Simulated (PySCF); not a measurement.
Cartesian coordinates in Å; atom numbers follow the order of the lines, from 1:
```xyz
13

Si    0.004   -0.001    0.001
O     0.016   -0.040    1.832
H    -0.087   -1.001    1.871
O    -0.008    0.034   -1.829
H     0.089    0.995   -1.871
O     1.833   -0.027    0.048
H     1.868    0.060    1.010
O    -1.827    0.023   -0.043
H    -1.866   -0.085   -1.002
O    -0.029    1.828   -0.018
H    -0.990    1.871    0.074
O     0.034   -1.833    0.020
H     0.995   -1.877   -0.072
```

Total charge -2.

Geometry: PBE0-D3(BJ)/def2-SVP; GIAO shifts from PySCF 2.14, gas phase, non-relativistic, averaged over equivalent atoms.

At KT2/pcSseg-1 (156 basis functions, 56 s wall time on 1 thread of an Intel Xeon, shared host):
| atoms | δ (ppm) |
| --- | --- |
| Si1 | -141.0 |
| O2/O4/O6/O8/O10/O12 | 95.6 |
| H3/H5/H7/H9/H11/H13 | 0.29 |

Chemical shifts δ = σref − σ; TMS for ²⁹Si (σref 361.05) and ¹H (σref 31.18); ¹⁷O (σref 330.66) against H2O, all at this level.

Q: What do these become at PBE0/pcSseg-1?

A: 
| atoms | δ at PBE0/pcSseg-1 | change |
| --- | --- | --- |
| Si1 | -157.2 | -16.2 |
| O2/O4/O6/O8/O10/O12 | 91.8 | -3.8 |
| H3/H5/H7/H9/H11/H13 | 0.46 | +0.17 |

Shifts are taken against calculated references (same method and geometry level): ²⁹Si (351.99 ppm) and ¹H (31.27 ppm) against TMS; ¹⁷O (334.56 ppm) vs H2O.

The largest change is at Si1 (silicon bonded to 6 O). Cost: 156 basis functions, 59 s wall time on 1 thread of an Intel Xeon, shared host.

Experimental scales use liquid or dissolved standards, which lie at an offset from isolated H2O (liquid H2O: subtract about 36 ppm).
